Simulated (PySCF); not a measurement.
EPR parameters of C7H8F

C₇H₈F (doublet state).
Z-matrix (Å and degrees, GFN2-xTB geometry), rows numbered from 1:
```
F 
C   1  1.3716
C   2  1.5173  1  114.09
C   3  1.5235  2  102.99  1    52.66
C   4  1.5262  3   80.43  2    70.71
C   2  1.5406  1  113.93  3   105.16
C   6  1.5363  2   99.38  1   175.86
C   7  1.5233  6   83.58  2    69.18
H   2  1.0930  1  106.18  3  -128.95
H   4  1.0862  3  117.36  2   -47.84
H   4  1.0863  3  113.82  2  -179.99
H   5  1.0861  4  122.17  3   162.30
H   6  1.0855  2  117.85  1    40.71
H   7  1.0889  6  117.41  2   -50.09
H   7  1.0881  6  113.23  2   179.92
H   8  1.0823  3  119.39  2   163.50
```

The hyperfine couplings belong to this conformer and change with its torsions.

The species is `F[C@H]1[C]2C[C@H]3[C@@H]1C[C@@H]23` [radical].

Computed, not measured: UKS B3LYP, pcH-1 on C F H, non-relativistic, mean-field spin-orbit, GIAO in PySCF 2.14.0. Geometry: GFN2-xTB; no solvent, vibrations or thermal averaging. A GFN2-xTB geometry isn't a minimum of the functional, and hyperfine couplings can be far from their values at a DFT geometry. The SCF solution wasn't tested for stability.

```json
{
 "g1, g2, g3": "2.00214, 2.00280, 2.00291",
 "g_iso": "2.00261",
 "Form of g": "close to axial: the two nearest values differ by 14 % of g3 − g1",
 "⟨S²⟩": "0.7526 (exact 0.7500)",
 "α and β electrons": "30, 29",
 "HOMO–LUMO gap, α and β orbitals": "7.15, 6.07 eV",
 "Basis functions": "280"
}
```

Hyperfine couplings atom by atom, in G; T1 to T3 are the principal values of the dipolar part; ρ(0) is the spin density at the nucleus (MHz turned into gauss with g_iso; 10 G = 1 mT):

```csv
atom,isotope,a_iso,T1,T2,T3,Mulliken spin population,ρ(0) (bohr⁻³)
F1,19F,-0.6,-1.7,0.1,1.7,0.00,-0.0004
C2,13C,-0.5,-1.5,-1.0,2.5,-0.03,-0.0012
C3,13C,115.8,-25.2,-25.0,50.2,0.90,0.2886
C4,13C,2.9,-2.6,-1.7,4.2,0.00,0.0072
C5,13C,26.8,-1.3,-1.2,2.5,0.03,0.0668
C6,13C,12.7,-1.7,-1.2,2.9,0.05,0.0315
C7,13C,-0.2,-0.4,-0.2,0.6,0.00,-0.0006
C8,13C,2.0,-2.3,-1.4,3.8,0.00,0.0049
H9,1H,8.1,-2.0,-1.7,3.7,0.01,0.0051
H10,1H,-0.6,-2.0,-1.2,3.2,0.00,-0.0004
H11,1H,7.4,-2.2,-1.8,4.0,0.01,0.0047
H12,1H,23.4,-1.2,-0.5,1.7,0.04,0.0147
H13,1H,2.6,-1.2,-0.4,1.7,0.01,0.0016
H14,1H,0.2,-0.9,-0.7,1.6,0.00,0.0001
H15,1H,-0.6,-0.6,-0.5,1.1,0.00,-0.0003
H16,1H,4.7,-1.9,-1.7,3.6,0.00,0.0029
```

The largest Mulliken spin population is on C3 (+0.90). The angles at C3 add up to 295.5°, so it is pyramidal.

Under fast tumbling the dipolar parts average out, and these isotropic splittings remain (the largest six): 1 × 1H (H12, I = 1/2, 2 lines) with 2.34 mT, 1 × 1H (H9, I = 1/2, 2 lines) with 0.81 mT, 1 × 1H (H11, I = 1/2, 2 lines) with 0.74 mT, 1 × 1H (H16, I = 1/2, 2 lines) with 0.47 mT, 1 × 1H (H13, I = 1/2, 2 lines) with 0.26 mT and 1 × 1H (H10, I = 1/2, 2 lines) with 0.06 mT.

The 13C coupling of C3 (324.5 MHz) shows only in satellite lines or after enrichment, since that isotope makes up about 1.07 % of natural carbon.

β density exceeds α density at some nuclei, such as C2 (-0.0012), spin density in bohr⁻³. In a single determinant that takes different orbitals for the two spins, that is spin polarisation.
